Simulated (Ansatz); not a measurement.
Cost and result for the atomization energy of CH6OSi2 (`[SiH3][SiH]1CO1`) (10 atoms, 10 bonds).

Cartesian coordinates in Å:
```
Si -0.226 1.709 0.546
Si -0.054 -0.210 -0.763
C 0.165 -1.853 -0.025
O 1.325 -1.134 -0.546
H 0.655 2.784 0.019
H -1.633 2.193 0.529
H 0.170 1.376 1.938
H -0.533 -0.107 -2.165
H 0.198 -2.001 1.053
H -0.067 -2.756 -0.587
```

The species carries charge 0 and has multiplicity 1. The structure was optimised at the PBE0-D4/def2-TZVP level. Program: Ansatz. All runs use 2 threads of an Arm Neoverse V1 on a shared host. Times are those of one run each, without the atoms' runs, and a repeat can differ threefold. Electronic energies, without spin–orbit coupling; frozen cores. CCSD(T)/CBS adds CCSD(T) − MP2 in def2-TZVPP to the MP2 limit, and its time is that of the two runs behind it. T1 = 0.015. B3LYP takes the VWN-RPA correlation (the form of Gaussian; ORCA's B3LYP/G).

CCSD(T)/CBS is a level of theory with its own doubt, some kJ/mol a heavy atom from the limit and from the frozen cores, so smaller differences don't rank the functionals.

| level | functions | wall time | atomization (kJ/mol) | difference from CCSD(T)/CBS | per bond |
| --- | --- | --- | --- | --- | --- |
| LDA (SPW92)/def2-TZVPP | 230 | 1.8 s | 3789.5 | 447.7 | 44.8 |
| revPBE-D4/def2-TZVPP | 230 | 2.9 s | 3300.3 | -41.5 | -4.2 |
| BLYP-D4/def2-TZVPP | 230 | 2.9 s | 3319.5 | -22.3 | -2.2 |
| CCSD(T)/def2-SVP | 94 | 3.7 s | 3096.2 | -245.6 | -24.6 |
| PBE0-D4/def2-TZVPP | 230 | 4 s | 3317.9 | -23.9 | -2.4 |
| BHLYP-D4/def2-TZVPP | 230 | 4.3 s | 3242.8 | -99.0 | -9.9 |
| B3LYP-D4/def2-TZVPP (with forces) | 230 | 6.5 s | 3329.7 | -12.1 | -1.2 |
| PBE-QIDH/def2-TZVPP | 230 | 7.5 s | 3298.4 | -43.4 | -4.3 |
| ωB97X-V/def2-TZVPP | 230 | 11 s | 3362.3 | 20.5 | 2.0 |
| ωB97M-V/def2-TZVPP (with forces) | 230 | 16 s | 3341.9 | 0.1 | 0.0 |
| MP2/def2-QZVPP | 434 | 26 s | 3331.4 | -10.4 | -1.0 |
| CCSD(T)/def2-TZVPP | 230 | 110 s | 3247.0 | -94.8 | -9.5 |
| CCSD(T)/CBS(def2) | – | 2.2 min | 3341.8 | 0.0 | 0.0 |

The D4 term adds +31.7 kJ/mol with B3LYP and +16.6 kJ/mol with PBE0; it sums over pairs of atoms, weighted by their polarisabilities, and B3LYP, whose exchange is more repulsive, gets the larger term. In def2-TZVPP, CCSD(T) changes the Hartree–Fock value by +841.4 kJ/mol (the triples alone add +48.4 kJ/mol) and MP2 by +868.9 kJ/mol; breaking electron pairs costs correlation energy, which Hartree–Fock lacks. From PBE to PBE0 (25 % exact exchange), in def2-TZVPP and without D4, the atomization energy moves by −49.6 kJ/mol: exact exchange takes away binding that semilocal exchange gives to molecules.
